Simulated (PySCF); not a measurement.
C3H9B (SMILES CB(C)C), singlet, at a GFN2-xTB geometry; PySCF with CCSD(T)/STO-3G.

Here is a job for PySCF.
```python
from pyscf import gto, scf, cc

mol = gto.M(
    atom='''
B     0.00001088    0.00026539    0.00036792
C     1.52623309   -0.14823315   -0.37068251
H     1.83762844   -1.19171630   -0.34087316
H     2.14173593    0.36217756    0.37015562
H     1.79190592    0.25078287   -1.34670484
C    -0.55014221   -0.62227830    1.34159877
H    -1.31137926   -1.37129600    1.12412977
H    -1.04868172    0.13436281    1.94635953
H     0.20789011   -1.09570452    1.96090406
C    -0.97606596    0.77066511   -0.97070561
H    -1.99790782    0.85271732   -0.60827282
H    -1.00999230    0.27798673   -1.94219118
H    -0.61140315    1.77844063   -1.16661060
''',
    basis='sto-3g',
    verbose=4,
)

mf = scf.RHF(mol)
mf.kernel()

mycc = cc.CCSD(mf)
mycc.kernel()
et = mycc.ccsd_t()
print('E(CCSD(T)) = %.10f' % (mycc.e_tot + et))
```

**Question.** Predict the main parts of the log of this PySCF run.

**Answer.** 
```
PySCF version 2.14.0

[INPUT] verbose = 4
[INPUT] num. atoms = 13
[INPUT] num. electrons = 32
[INPUT] charge = 0
[INPUT] spin (= nelec alpha-beta = 2S) = 0
[INPUT] symmetry False subgroup None
[INPUT] Mole.unit = angstrom
[INPUT] Symbol           X                Y                Z      unit          X                Y                Z       unit  Magmom
[...]
nuclear repulsion = 112.542970868301
number of shells = 21
number of NR pGTOs = 87
number of NR cGTOs = 29
basis = sto-3g
ecp = {}

******** <class 'pyscf.scf.hf.RHF'> ********
method = RHF
initial guess = minao
damping factor = 0
level_shift factor = 0
DIIS = <class 'pyscf.scf.diis.CDIIS'>
diis_start_cycle = 1
diis_space = 8
diis_damp = 0
SCF conv_tol = 1e-09
SCF conv_tol_grad = None
SCF max_cycles = 50
direct_scf = True
direct_scf_tol = 1e-13
Set gradient conv threshold to 3.16228e-05
Initial guess from minao.
init E= -142.201250109241
[...]
cycle= 1 E= -141.830169067642  delta_E= 0.371  |g|= 0.256  |ddm|= 3.89
[...]
cycle= 2 E= -141.85765917415  delta_E= -0.0275  |g|= 0.0612  |ddm|= 0.465
[...]
cycle= 3 E= -141.85952546996  delta_E= -0.00187  |g|= 0.012  |ddm|= 0.128
[...]
cycle= 4 E= -141.859588287746  delta_E= -6.28e-05  |g|= 0.0012  |ddm|= 0.0239
[...]
cycle= 5 E= -141.859589351442  delta_E= -1.06e-06  |g|= 0.000239  |ddm|= 0.0023
[...]
cycle= 6 E= -141.859589393083  delta_E= -4.16e-08  |g|= 3.18e-05  |ddm|= 0.000522
[...]
cycle= 7 E= -141.859589393794  delta_E= -7.11e-10  |g|= 3.3e-06  |ddm|= 7.06e-05
[...]
Extra cycle  E= -141.859589393804  delta_E= -9.32e-12  |g|= 1.37e-06  |ddm|= 6.15e-06
converged SCF energy = -141.859589393804

******** <class 'pyscf.cc.ccsd.CCSD'> ********
CC2 = 0
CCSD nocc = 16, nmo = 29
max_cycle = 50
direct = 0
conv_tol = 1e-07
conv_tol_normt = 1e-05
diis_space = 6
diis_start_cycle = 0
diis_start_energy_diff = 1e+09
Init t2, MP2 energy = -142.047663965701  E_corr(MP2) -0.188074571897571
Init E_corr(CCSD) = -0.18807457189875
cycle = 1  E_corr(CCSD) = -0.230251378916356  dE = -0.042176807  norm(t1,t2) = 0.0546007
cycle = 2  E_corr(CCSD) = -0.243285903044259  dE = -0.0130345241  norm(t1,t2) = 0.0192024
cycle = 3  E_corr(CCSD) = -0.250563389692681  dE = -0.00727748665  norm(t1,t2) = 0.00758416
cycle = 4  E_corr(CCSD) = -0.250770568992806  dE = -0.0002071793  norm(t1,t2) = 0.000946502
cycle = 5  E_corr(CCSD) = -0.250768822144555  dE = 1.74684825e-06  norm(t1,t2) = 0.000292312
cycle = 6  E_corr(CCSD) = -0.250771070382951  dE = -2.2482384e-06  norm(t1,t2) = 4.09636e-05
cycle = 7  E_corr(CCSD) = -0.250770627553559  dE = 4.42829392e-07  norm(t1,t2) = 8.0747e-06
cycle = 8  E_corr(CCSD) = -0.250770995257014  dE = -3.67703455e-07  norm(t1,t2) = 2.93065e-06
cycle = 9  E_corr(CCSD) = -0.25077111588321  dE = -1.20626196e-07  norm(t1,t2) = 1.17379e-06
cycle = 10  E_corr(CCSD) = -0.250771102031169  dE = 1.38520415e-08  norm(t1,t2) = 3.39492e-07
CCSD converged
E(CCSD) = -142.1103604958347  E_corr = -0.2507711020311689
CCSD(T) correction = -0.00167883890439159
E(CCSD(T)) = -142.1120393347
```
